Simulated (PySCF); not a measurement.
**From computed data to an observable: entropy of an ideal gas**

CH6SSi, SMILES C[SiH2]S.

Geometry: PBE0-D3(BJ)/def2-SVP. One conformer was computed; it need not be the lowest.

PBE0-D3(BJ)/def2-SVP (PySCF) gives the harmonic wavenumbers 163, 172, 211, 463, 501, 597, 691, 731, 817, 884, 908, 935, 1262, 1425, 1429, 2220, 2245, 2711, 3057, 3162, 3174 cm⁻¹ and the rotational temperatures 0.7360, 0.1728, 0.1503 K. The molar mass is 78.20 g/mol, the symmetry number 1, the spin multiplicity 1.

Problem. Work out the entropy at 298.15 K and 1 atm in the rigid-rotor, harmonic-oscillator model.

Solution. 
Translation (Sackur–Tetrode at 1 atm): S = R[1.5 ln M + 2.5 ln T − 1.16487] = 163.1 J/(mol K).
Rotation: q = (√π/σ) T^1.5/√(θA θB θC) = 66000, S = R[ln q + 3/2] = 104.7 J/(mol K).
Vibration: with u = 1.4388 ν/T, each mode gives R[u/(e^u − 1) − ln(1 − e^−u)]:
```csv
ν (cm⁻¹),modes,u,S (J/(mol K))
163,1,0.79,10.52
172,1,0.83,10.10
211,1,1.02,8.51
463,1,2.23,3.17
501,1,2.42,2.74
597,1,2.88,1.90
691,1,3.33,1.33
731,1,3.53,1.14
817,1,3.94,0.81
884,1,4.27,0.62
908,1,4.38,0.57
935,1,4.51,0.51
1262,1,6.09,0.13
1425,1,6.88,0.07
1429,1,6.90,0.07
```
The stiffer modes add less than 0.005 each. Sum 42.2 J/(mol K).
Spin: R ln 1 = 0.0 J/(mol K).
Total 310.0 J/(mol K); the program's own thermochemistry gives 310.1. Translation makes up 53 % and vibration 14 %. Anharmonicity, hindered rotation and orbital degeneracy are left out.
